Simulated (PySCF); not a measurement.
**Deuteron quadrupole couplings in `C[C@H]1C[Si@@](C)(C(=O)O)C1`**

Compound: C₆H₁₂O₂Si.
Structure used (GFN2-xTB), in Å, numbered top down from 1:
```xyz
21
C6H12O2Si angstrom
C      2.307    0.963    0.711
C      1.592   -0.284    0.222
C      0.495   -0.755    1.207
Si    -0.878   -0.400   -0.078
C     -2.015   -1.795   -0.675
C     -1.961    1.137    0.337
O     -3.161    1.198    0.245
O     -1.230    2.172    0.764
C      0.733   -0.009   -1.035
H      1.580    1.750    0.901
H      3.017    1.317   -0.034
H      2.851    0.760    1.632
H      2.325   -1.073    0.038
H      0.603   -1.800    1.484
H      0.485   -0.173    2.125
H     -2.488   -1.532   -1.616
H     -2.808   -1.976    0.045
H     -1.471   -2.723   -0.819
H     -1.797    2.934    0.977
H      0.860    1.001   -1.415
H      0.953   -0.694   -1.851
```

Level: PBE0/pcSseg-1 (PySCF, non-relativistic); Q(2H) = 0.00286 b; rigid geometry, the same for H and D, with no vibrational averaging.

Question: Rank these positions by the coupling χzz of a deuteron there, largest first.
A. H11 (methyl hydrogen)
B. H16 (methyl hydrogen)
C. H19 (acid proton)
D. H13 (methine hydrogen)

Answer: C (287 kHz), B (218 kHz), A (212 kHz), D (204 kHz).

Question: Give the electric field gradient Vzz (the principal value of largest size), its asymmetry and the 2H coupling at each hydrogen.

Answer: 
```tsv
atom	bonded to	bond length (Å)	Vzz (au)	η	χzz (kHz)
H10	C1	1.088	0.3100	0.02	208
H11	C1	1.088	0.3149	0.02	212
H12	C1	1.088	0.3150	0.02	212
H13	C2	1.092	0.3040	0.01	204
H14	C3	1.087	0.3241	0.03	218
H15	C3	1.087	0.3223	0.05	217
H16	C5	1.086	0.3246	0.00	218
H17	C5	1.086	0.3247	0.00	218
H18	C5	1.085	0.3260	0.01	219
H19	O8	0.973	0.4270	0.09	287
H20	C9	1.087	0.3221	0.05	216
H21	C9	1.087	0.3237	0.03	217
```

Question: Average by the element that carries the hydrogen.

Answer: on C: 215 kHz over 11 positions, mean bond length 1.087 Å; on O: 287 kHz over 1 position, mean bond length 0.973 Å.

Question: A static deuteron (I = 1) shows a doublet split by (3/2)χ, (3/4)χ(1 + η) and (3/4)χ(1 − η) with the field along z, y and x of the gradient. What are these for H20?

Answer: With |χ| = 216.5 kHz and η = 0.046: 325, 170 and 155 kHz, to first order and without motion.

Isolated species at its GFN2-xTB geometry (one conformer only). GFN2-xTB bond lengths can be off by several hundredths of an ångström, more for odd bonds, and the gradients follow them. The small basis limits the accuracy of the gradients.
